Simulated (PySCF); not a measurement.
N⁺ (nitrogen, charge +1): UHF calculation

Configuration: [He] 2s2 2p2, high-spin 3P determinant. Calculation: PySCF 2.14, in aug-cc-pVDZ (4s3p2d, 23 functions); no relativity, point nucleus.

```
Total energy                                                  : -53.881265 hartree
One-electron energy                                           : -70.0072 hartree
Hartree (Coulomb) energy                                      : 22.3273 hartree
Exchange energy                                               : -6.2014 hartree
Kinetic energy                                                : 53.76369 hartree
⟨S²⟩                                                          : 2.0065
⟨L²⟩                                                          : 2.011
Sum of ⟨r⟩                                                    : 5.475 bohr
Sum of ⟨r²⟩                                                   : 7.868 bohr²
Traceless quadrupole moment −½Σ⟨3z² − r²⟩ along its main axis : 0.782 e·bohr²
Density at the nucleus (Gaussians lack the cusp)              : 198 bohr⁻³
Spin density at the nucleus                                   : 0.222 bohr⁻³
Langevin diamagnetic susceptibility                           : -6.23 ×10⁻⁶ cm³/mol
Time after the integrals                                      : 0.06 s of wall time on 1 thread of Neoverse-V1 (shared host)
```

| shell | electrons | mean orbital energy (eV) | rms radius, mean of both spins (bohr) |
| --- | --- | --- | --- |
| 1s α | 1 | -444.45 | 0.265 |
| 1s β | 1 | -442.40 | 0.265 |
| 2s α | 1 | -44.201 | 1.38 |
| 2s β | 1 | -35.616 | 1.38 |
| 2p α | 2 | -30.352 | 1.40 |
